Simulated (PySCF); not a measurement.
FH3S2Si, SMILES F[SiH](S)S.

Coordinates come from a r2SCAN-D4/def2-SVP optimisation. The values are those of a single conformer.

Level of theory: PySCF with PBE0/def2-TZVP.

| Quantity | Value |
|---|---|
| total energy | -1187.23716 hartree |
| highest occupied level | -7.94 eV |
| lowest empty level | -0.24 eV |
| orbital gap | 7.70 eV |
| dipole moment | 1.36 D |
| quadrupole, principal values (traceless, Buckingham form, about the centre of nuclear charge) | -8.02, -1.30, 9.32 D·Å |
| mean static polarisability | 61.0 bohr³ (9.04 Å³) |
| polarisability, principal values | 47.1, 59.1, 76.8 bohr³ |
